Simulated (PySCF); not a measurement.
A side-by-side comparison of computed properties.

First species: C₃H₈OSi₂.
Geometry (PBE0-D3(BJ)/def2-SVP, Å), atoms numbered from 1 in this order:
```xyz
14
C3H8OSi2 angstrom
C      2.3454    1.7734    0.8229
C      1.5942    0.5968    0.4301
C      0.9616   -0.3940    0.1041
Si    -0.0064   -1.8605   -0.3968
O     -1.6264   -1.5057   -0.3507
Si    -2.6471   -0.2033   -0.2136
H      2.7414    2.3025   -0.0578
H      1.7090    2.4749    1.3844
H      3.1959    1.4987    1.4661
H      0.2618   -2.9861    0.5394
H      0.3740   -2.2515   -1.7832
H     -2.3718    0.8014   -1.2852
H     -2.4888    0.4549    1.1180
H     -4.0439   -0.7025   -0.3552
```

Second species: C5H14OSi2.
Structure used (PBE0-D3(BJ)/def2-SVP), in Å, numbered top down from 1:
```
atom  x, y, z in Å
C1    -2.6141   -0.2132   -1.0057
C2    -1.6661   -0.3039   -0.0616
C3    -1.9513   -0.8171    1.3210
Si4    0.0800    0.2601   -0.4824
O5     0.2244    0.5238   -2.1349
Si6    0.4831    2.3465    0.5120
C7     1.3229   -1.0341    0.0992
C8     2.7700   -0.7076   -0.2588
H9    -2.3912    0.1798   -2.0031
H10   -3.6515   -0.5174   -0.8163
H11   -1.3699   -1.7293    1.5363
H12   -1.6645   -0.0788    2.0892
H13   -3.0180   -1.0530    1.4591
H14    0.0758   -0.2477   -2.6914
H15    1.8680    2.8523    0.2530
H16    0.3141    2.2243    1.9972
H17   -0.4955    3.3634    0.0168
H18    1.0199   -2.0008   -0.3447
H19    1.2066   -1.1626    1.1900
H20    2.8851   -0.5437   -1.3415
H21    3.4598   -1.5149    0.0330
H22    3.1115    0.2131    0.2407
```

Levels: CAM-B3LYP/def2-SVPD for dipole moment, HOMO energy, LUMO energy, HOMO–LUMO gap, static isotropic polarisability and electronic spatial extent ⟨r²⟩ about the centre of nuclear charge; TDDFT CAM-B3LYP/def2-SVPD for lowest singlet excitation; TDA CAM-B3LYP/def2-SVPD for lowest triplet excitation (Tamm–Dancoff); ΔSCF CAM-B3LYP/def2-SVPD for vertical ionisation energy; PBE0-D3(BJ)/def2-SVP for rotational constant A and rotational constant C. Geometries: PBE0-D3(BJ)/def2-SVP. Each species is one conformer at its optimised geometry, gas phase, non-relativistic unless stated; the electronic structure was computed with PySCF and density fitting.

Dipoles, sizes and rotational constants follow the conformer. The torsions of the flexible species, by atom-mapped SMILES:
- `[CH3:1][C:2]#[C:3][SiH2:4][O:5][SiH3:6]`: C3–Si4–O5–Si6 12°
- `[CH2:1]=[C:2]([CH3:3])[Si@@:4]([OH:5])([SiH3:6])[CH2:7][CH3:8]`: C1–C2–Si4–O5 -11°, C2–Si4–C7–C8 177°, H–O5–Si4–C2 -62°

Which has the higher LUMO energy?

The second: 0.68 eV against 0.55 eV, a difference of 0.13 eV.

Which has the higher rotational constant C?

The second: 0.890 GHz against 0.870 GHz, a difference of 0.020 GHz.

Which has the higher vertical ionisation energy?

The first: 9.93 eV against 9.07 eV, a difference of 0.86 eV.

Which has the higher T1 energy?

The first: 4.86 eV against 4.13 eV, a difference of 0.73 eV.

Which has the higher HOMO–LUMO gap?

The first: 9.66 eV against 9.17 eV, a difference of 0.49 eV.

Which of the two has the higher rotational constant A, and by how much?

The first: 3.415 GHz against 1.448 GHz, a difference of 1.967 GHz.

Which of the two has the higher S1 energy, and by how much?

The second: 6.25 eV against 5.71 eV, a difference of 0.54 eV.

Which has the higher HOMO energy?

The second: -8.49 eV against -9.11 eV, a difference of 0.62 eV.

On the first: The principal polarisabilities are 73.7, 84.3 and 115.1 au; their mean is the isotropic value. S1 lies 3.95 eV below the HOMO–LUMO gap; its leading configuration is HOMO→LUMO, weight 0.71.

On the second: S1 lies 2.92 eV below the HOMO–LUMO gap; its leading configuration is HOMO→LUMO, weight 0.50, beside HOMO−1→LUMO, weight 0.26.
